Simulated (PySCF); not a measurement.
Species: C3H14OSi3.
Z-matrix (Å and degrees, PBE0-D3(BJ)/def2-SVP geometry), rows numbered from 1:
```
C 
C   1  1.5185
C   2  1.5151  1  112.77
O   2  1.4193  1  110.02  3   120.14
Si  4  1.6721  2  125.94  1    85.02
Si  5  2.3421  4  101.53  2   178.51
Si  6  2.3467  5  103.94  4    20.52
H   1  1.1005  2  111.02  3    59.77
H   1  1.1011  2  109.98  3   -60.34
H   1  1.1005  2  111.14  3  -179.99
H   2  1.1093  1  108.73  3  -120.48
H   3  1.1001  2  111.03  1   -60.43
H   3  1.0994  2  110.35  1   178.99
H   3  1.1010  2  109.97  1    59.82
H   5  1.4993  4  110.27  2    56.22
H   5  1.5004  4  111.75  2   -62.80
H   6  1.4975  5  111.60  4   -98.51
H   6  1.4975  5  111.32  4   140.46
H   7  1.4970  6  111.03  5   173.52
H   7  1.4947  6  109.49  5    53.85
H   7  1.4929  6  109.67  5   -66.28
```

All values: PBE0/pcSseg-1 (PySCF, non-relativistic), on one gas-phase PBE0-D3(BJ)/def2-SVP geometry that isn't relaxed in the solvent. The solvent is an IEF-PCM continuum (Bondi radii, 1.10 Å for H, scaled by 1.2). Specific hydrogen bonds and non-electrostatic terms are outside this model.

| run | E − E(gas) (kcal/mol) | HOMO (eV) | HOMO–LUMO gap (eV) | dipole (D) |
| --- | --- | --- | --- | --- |
| gas | 0.00 | -7.80 | 7.47 | 1.43 |
| P | -1.35 | -7.74 | 7.50 | 1.73 |
| Q | -1.61 | -7.74 | 7.50 | 1.79 |

Question: The runs were made in dichloromethane and methanol. Which run belongs to which solvent?

Answer: P = dichloromethane, Q = methanol. The dielectric constants are 8.93 (dichloromethane), 32.61 (methanol), and the energy falls further as ε rises. In this model the ground state sees the solvent through ε alone.

Question: How constant is the ratio of the lowering to (ε − 1)/(2ε + 1)?

Answer: 
| solvent | (ε − 1)/(2ε + 1) | E − E(gas) (kcal/mol) | ratio (kcal/mol) | polarisation term (kcal/mol) |
| --- | --- | --- | --- | --- |
| dichloromethane | 0.420 | -1.35 | -3.2 | -1.48 |
| methanol | 0.477 | -1.61 | -3.4 | -1.81 |

The ratio changes by +4.7 % in size from dichloromethane to methanol. The polarisation term is half the interaction of the solute with the induced surface charges.
